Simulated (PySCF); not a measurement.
**Bromine: a sound run and one with changed settings**

Sound run: Br [Ar] 3d10 4s2 4p5, Br⁺ [Ar] 3d10 4s2 4p4. Calculation: PySCF 2.14, in x2c-TZVPall; scalar relativity by spin-free X2C-1e. The sound run starts from symmetry-adapted Hartree-Fock orbitals and uses a fine grid where one is needed.

Changed run: initial guess minao, at most 3 SCF cycles. This setting is unsound on purpose.

```csv
species,method,sound run (hartree),changed run (hartree),converged
Br,UHF,-2604.41488,-2604.41475,no
Br,PBE,-2605.85640,-2605.85634,no
Br,MN15,-2607.79931,-2607.79925,no
Br⁺,UHF,-2604.02086,-2604.02044,no
Br⁺,PBE,-2605.42333,-2605.42307,no
Br⁺,MN15,-2607.36932,-2607.36911,no
```

The SCF was stopped early; the energies are upper bounds that still move, and correlated levels were skipped or rest on poor orbitals.
